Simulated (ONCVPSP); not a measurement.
# Br: excitation energies, all-electron against ONCV

```
Element                 : bromine (Br)
Generator               : ONCVPSP 4.0.1
Type                    : optimised norm-conserving Vanderbilt (ONCV)
Functional              : PBEsol
Relativity              : scalar-relativistic
Frozen core             : [Ar]
Valence charge          : 17
Reference configuration : 3d10 4s2 4p4 (charge +1)
Partial waves           : 4s: rc 1.40 bohr, ncon 4, nbas 9, qcut 4.6 1/bohr, 2 projectors, debl 3.2 Ha; 4p: rc 1.50 bohr, ncon 4, nbas 7, qcut 4.6 1/bohr, 2 projectors, debl 2.4 Ha; 3d: rc 1.00 bohr, ncon 3, nbas 8, qcut 15.9 1/bohr, 1 projector
Local potential         : polynomial inside 0.90 bohr (lpopt 5, dvloc0 0 Ha)
Core correction         : Teter function, fcfact 3, rcfact 1.1
```

Energies are relative to the spin-unpolarised reference configuration 3d10 4s2 4p4; without spin polarisation the order of configurations can differ from experiment.

| valence configuration | charge | ΔE all-electron (eV) | error AE − PS (meV) |
| --- | --- | --- | --- |
| 3d10 4s2 4p5 | 0 | -12.554 | +2.3 |
| 3d10 4s2 4p3 | +2 | 22.771 | -3.0 |

Problem. What are ΔE and the potential's error for 3d10 4s2 4p4.5?

Solution. ΔE = -7.480 eV all-electron; the error (AE − PS) is +1.4 meV.

Problem. What are ΔE and the potential's error for 3d10 4s2 4p2?

Solution. ΔE = 56.781 eV all-electron; the error (AE − PS) is -3.5 meV.

Levels in the configuration 3d10 4s2 4p5:

```tsv
level	all-electron (eV)	pseudo (eV)
3d	-66.713	-66.780
4s	-20.134	-20.136
4p	-7.855	-7.855
```

Note: ghosts flagged at negative energy: s at -11.1 eV; GHOST(+) flagged for p at 149.1 eV. A true bound ghost makes a file unfit for plane-wave use.
